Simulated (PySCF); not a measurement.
Numbering as in the mapped SMILES `[CH3:1][c:2]1[cH:3][p:4][cH:5][p:6][c:7]1[F:8]`. Each H is labelled by its parent atom.

[PySCF: GFN2-xTB structure; shieldings: GIAO PBE0/pcSseg-1; no solvent; relativity neglected; one averaged value for each set of equivalent atoms; a single conformation]

Chemical shifts δ = σref − σ; $^{13}$C (σ = 186.93 ppm) vs TMS, all at this level.

**Question.** Do the $^{13}$C shifts follow the atomic charges (in e)? Tabulate both.

**Answer.** 
```json
{"atoms": "C7", "hybridisation": "sp2", "δ (ppm)": "208.9", "σ para (ppm)": "-276", "Hirshfeld": "+0.03", "IAO": "+0.06", "Mulliken": "+0.08", "ESP-fitted": "+0.39"}
{"atoms": "C5", "hybridisation": "sp2", "δ (ppm)": "193.9", "σ para (ppm)": "-275", "Hirshfeld": "-0.17", "IAO": "-0.64", "Mulliken": "-0.71", "ESP-fitted": "-0.06"}
{"atoms": "C3", "hybridisation": "sp2", "δ (ppm)": "168.0", "σ para (ppm)": "-241", "Hirshfeld": "-0.10", "IAO": "-0.38", "Mulliken": "-0.31", "ESP-fitted": "-0.03"}
{"atoms": "C2", "hybridisation": "sp2", "δ (ppm)": "139.7", "σ para (ppm)": "-213", "Hirshfeld": "+0.00", "IAO": "+0.01", "Mulliken": "-0.32", "ESP-fitted": "-0.05"}
{"atoms": "C1", "hybridisation": "sp3", "δ (ppm)": "23.5", "σ para (ppm)": "-82", "Hirshfeld": "-0.12", "IAO": "-0.42", "Mulliken": "-0.14", "ESP-fitted": "-0.55"}
```

Correlation coefficients of δ with charge over these carbons: Hirshfeld +0.24, IAO +0.20, Mulliken -0.19, ESP-fitted +0.91; with the paramagnetic shielding -1.00. Among the 4 sp2 carbons alone: Hirshfeld -0.11, IAO -0.18, Mulliken +0.20, ESP-fitted +0.67. With so few points, grouped by hybridisation, these coefficients are fragile. Charge is one influence among several: hybridisation and low-lying excitations act through the paramagnetic term.

Shifts are as computed. Against solution values, carbons near 30 ppm lie about +3 ppm off and those near 130 ppm about +5 ppm. Of 1211 compounds with measured shifts, 218 miss one by over three times the rms of a fit or turn the order of signals round; such compounds aren't used in these exercises.
